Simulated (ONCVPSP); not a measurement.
# What one change does to a pseudopotential (Al (Z = 13), ONCV)

ONCVPSP 4.0.1 input, shortened (lines: element, Z, core and valence counts, functional; n l f; lmax; l rc ep ncon nbas qcut; lloc lpopt rc5 dvloc0; l nproj debl; icmod fcfact rcfact), PBEsol, scalar-relativistic:

```
  Al 13.00    3    2  -116133      upf
    1    0    2.00
    2    0    2.00
    2    1    6.00
    3    0    2.00
    3    1    1.00
    2
    0    2.05    0.00    4    7    2.40
    1    2.10    0.00    5    9    4.60
    2    1.85    0.03    3    6    5.20
    4    1    1.25    3.00
    0    1    0.90
    1    3    0.80
    2    3    2.20
    0    0.00    0.00
```

All-electron outer shells of the reference configuration (PBEsol, scalar-relativistic, ld1.x):

```csv
shell,level (eV),outermost node (bohr),outermost maximum (bohr)
2s,-107.85,0.16,0.50
2p,-69.54,–,0.43
3s,-7.71,0.80,2.09
3p,-2.69,0.82,2.64
```

Change: local potential polynomial inside 1.25 bohr (lpopt 1, dvloc0 -1.5 Ha).

Cutoffs: the cutoffs (Ha) at which the residual kinetic energy of the hardest occupied pseudo-wave falls to 1 and 0.1 mHa per electron; they do not see the model core or the augmentation charge, which bear on the density cutoff. Errors are all-electron minus pseudo energies relative to the spin-unpolarised reference configuration.

Problem. How do hardness, ghosts and transferability respond?

Solution. The potential gets neither clearly harder nor softer (18 Ha and 27 Ha → 18 Ha and 27 Ha); both files keep a bound ghost (p); the lowest positive-energy flag moves from none to s at 18.0 eV; of the 4 tests that both files solve, the error grows in 3 and shrinks in 0 by more than 15 % and 0.3 meV (median size 3.0 → 4.7 meV).

```tsv
quantity	base	changed
cutoff, loose	18 Ha	18 Ha
cutoff, tight	27 Ha	27 Ha
bound ghosts	p	p
GHOST(+) flags under 300 eV	none	s at 18.0 eV
error for 3s2 3p0, meV [ΔE 5.74 eV]	+0.4	+2.3
error for 3s1 3p0, meV [ΔE 24.91 eV]	+21	+33
error for 3s2 3p0.5, meV [ΔE 2.07 eV]	-0.1	+0.3
error for 3s1 3p1, meV [ΔE 11.53 eV]	+5.6	+7.2
s: phases at 2.08 bohr within 0.05 rad from the reference energy up to (Ha; the scan ends near 5)	0.8	0.3
p: phases at 2.13 bohr within 0.05 rad from the reference energy up to (Ha; the scan ends near 5)	3.4	n/a
d: phases at 1.88 bohr within 0.05 rad from the reference energy up to (Ha; the scan ends near 5)	to the end of the scan	to the end of the scan
```

 A true bound ghost makes a file unfit for plane-wave use even where its test errors are small: the radial tests pick states by their node count and pass the ghost by.
